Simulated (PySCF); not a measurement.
**`N#C[C@@H]1C[C@H](C=O)C[SiH2]1`, C$_{6}$H$_{9}$NOSi**

Cartesian coordinates in Å; atom numbers follow the order of the lines, from 1:
```xyz
18

N     2.3125    1.7841    1.3200
C     1.8548    0.8367    0.8683
C     1.2997   -0.3392    0.2773
C     0.7236   -0.0408   -1.1161
C    -0.7797    0.2680   -0.9727
C    -0.8652    1.5327   -0.1750
O    -0.9035    1.5311    1.0250
C    -1.3956   -0.8622   -0.1518
Si   -0.1782   -1.0634    1.3012
H     2.1123   -1.0663    0.2027
H     0.8299   -0.9235   -1.7495
H     1.2477    0.7889   -1.5976
H    -1.2384    0.3975   -1.9568
H    -0.8465    2.4763   -0.7473
H    -1.4507   -1.7670   -0.7558
H    -2.4090   -0.6081    0.1503
H    -0.4457   -0.4431    2.5839
H     0.1231   -2.4954    1.4822
```

Theory: GIAO HF/pcSseg-1 magnetisability, rotational g tensor and spin-rotation constants, non-relativistic, gas phase in PySCF 2.14.0. Geometry: GFN2-xTB.

Problem. What are the magnetisability and the molar susceptibility?

Solution. Isotropic -1389 × 10⁻³⁰ J/T², or -83.7 × 10⁻⁶ cm³/mol; principal values -1540, -1422, -1205 × 10⁻³⁰ J/T², anisotropy 294 × 10⁻³⁰ J/T² (root of half the summed squared differences of the principal values). The susceptibility is in cgs units.

Problem. Split it along the inertial axes a, b, c into diamagnetic and paramagnetic parts about the centre of mass, with the quadrupole moment.

Solution. 
| axis | χ (10⁻⁶ cm³/mol) | diamagnetic (10⁻⁶ cm³/mol) | paramagnetic (10⁻⁶ cm³/mol) | summed x² of all electrons (Å²) | quadrupole Θ (D Å) |
| --- | --- | --- | --- | --- | --- |
| a | -92.4 | -741.8 | 649.4 | 150.1 | -13.44 |
| b | -81.6 | -956.0 | 874.4 | 99.7 | +10.24 |
| c | -77.0 | -1059.8 | 982.8 | 75.2 | +3.20 |

Anisotropies 2χaa − χbb − χcc = -26.3 and 2χbb − χaa − χcc = +6.3 × 10⁻⁶ cm³/mol. Θ is traceless in Buckingham's convention.

Problem. And the rotational g tensor?

Solution. 
```
axis  rotational constant (GHz)        g  nuclear part  electronic part
   a                     1.9645  -0.0134        0.5859          -0.5994
   b                     1.4215  -0.0263        0.5577          -0.5839
   c                     1.2562  -0.0235        0.5565          -0.5800
```
Asymmetric top; isotopes 12C, 1H, 14N, 16O, 28Si; no vibrational averaging.
